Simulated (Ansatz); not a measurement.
System: CH$_{2}$I$_{2}$, charge 0, singlet. CH2I2 (diiodomethane, SMILES C(I)I).
B3LYP-D3(BJ)/def2-TZVP minimum from Ansatz (a first-principles code):
```xyz
5

I     -1.8160     0.0864    -0.0256
C      0.0019    -1.0518     0.0561
I      1.8157     0.0951     0.0159
H     -0.0074    -1.6073     0.9837
H      0.0133    -1.7028    -0.8072
```

Atomisation energy term by term, kcal/mol (programs: Ansatz). Radicals and triplets start from unrestricted determinants; spin-orbit coupling is neglected. Correlated methods leave the cores frozen (noble-gas shells, and filled d and f shells in the p block). Past Kr the def2 sets carry scalar-relativistic core potentials. CBS(X,Y): correlation extrapolated as X^-3, Hartree-Fock from the larger set. A bracket is a step between two methods taken in the basis named. Where a partner has so few electrons that a lower coupled-cluster level is exact, that level stands in. Spin-orbit terms, left out, reach several kcal/mol for Br and I, and more for heavier atoms.

```tsv
term	basis	kcal/mol
Hartree-Fock	def2-QZVPP	218.15
CCSD correlation	CBS(def2-TZVPP,def2-QZVPP)	96.62
(T)	CBS(def2-TZVPP,def2-QZVPP)	8.75
CCSDT(Q) - CCSD(T)	def2-SVP	0.36
sum: De		323.9
```
